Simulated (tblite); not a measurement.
Problem. What does the GFN2-xTB structure of `C1=C(C[P@@](=O)(CC#N)C1)C` look like in three dimensions?

Solution. 
```xyz
20
C7H10NOP angstrom
C     -2.169    1.222   -0.538
C     -1.183    0.206   -0.071
C     -0.877   -0.047    1.196
C      0.164   -1.088    1.469
P      0.984   -1.278   -0.167
O      1.525   -2.589   -0.538
C      2.290    0.043   -0.246
C      1.773    1.354   -0.014
N      1.357    2.405    0.159
C     -0.446   -0.601   -1.105
H     -2.846    0.790   -1.274
H     -1.644    2.052   -1.010
H     -2.748    1.611    0.295
H     -1.344    0.462    2.024
H     -0.279   -2.053    1.738
H      0.850   -0.800    2.268
H      3.057   -0.211    0.492
H      2.732   -0.022   -1.246
H     -0.153   -0.004   -1.971
H     -1.049   -1.442   -1.464
```

Orientation and origin are arbitrary. Atoms count from 1 in this order. The 5-membered ring C2–C3–C4–P5–C10 has internal angles of 94.0° to 117.9°; it is puckered, 0.13 Å rms from its mean plane, widest ring torsion 22°. The 5 C–C bonds span 1.328 Å (C2=C3, drawn double) to 1.505 Å (C2–C10, drawn single), a spread of 0.177 Å. Of the pairs four or more bonds apart, C2···C8 is among the closest relative to their van der Waals radii: 3.17 Å, 93 % of the sum of Bondi's values. P5 (phosphoryl phosphorus) has angles from 94.0° to 119.1°.

Bonds between heavy atoms (Å): C1–C2 1.491, C2=C3 1.328, C3–C4 1.497, C4–P5 1.840, P5=O6 1.466, P5–C7 1.858, C7–C8 1.429, C8≡N9 1.144, P5–C10 1.839, C2–C10 1.505.

Structure optimised with GFN2-xTB, isolated species.

Point group: C1 (no symmetry element, even within 0.4 Å). Its GFN2-xTB frequencies are all real (lowest 34 cm⁻¹). One conformer, not necessarily the lowest (C4–P5–C7–C8 -55°, C2–C3–C4–P5 16°, C3–C4–P5–O6 -148°, C4–P5–C10–C2 22°, C1–C2–C10–P5 162°). 3 starts were optimised and ended at 0.00, 0.65 and 1.94 kcal/mol (GFN2-xTB); the lowest of these is shown.

All values are computed, not measured.
